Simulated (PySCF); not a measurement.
HOMO energy and vertical ionisation energy

ωB97X-D3(BJ)/ma-def2-TZVP single points (PySCF) on relaxed neutral molecules. The ionisation energy is the difference of two SCF energies at the neutral's structure.

```
                                 molecule  −ε(HOMO) / eV  vertical ionisation energy / eV
        benzenethiol, `Sc1ccccc1` (C6H6S)           8.56                             8.39
methyl diselenide, `C[Se][Se]C` (C2H6Se2)           8.83                             8.70
       selenophene, `c1cc[se]c1` (C4H4Se)           9.13                                ?
             thiophene, `c1ccsc1` (C4H4S)           9.17                             8.98
       1,2-ethanedithiol, `SCCS` (C2H6S2)           9.44                             9.51
            carbon dioxide, `O=C=O` (CO2)          13.24                            13.90
```

Task: Fit a straight line to the complete rows and predict the ionisation energy of selenophene, `c1cc[se]c1` (C4H4Se).

Result: IE = -1.739 + 1.181·(−ε) (5 points, rms 0.07 eV, correlation 0.999). At 9.13 this gives 9.04 eV; the calculation itself gave 8.91 eV, so the fit is off by 0.13.

(selenophene) Run with `OMP_NUM_THREADS=1 python redox_run.py task.json out` on 1 thread of Intel Xeon 6975P-C, a shared host. Structures, frequencies and single points: 11 min of wall time.
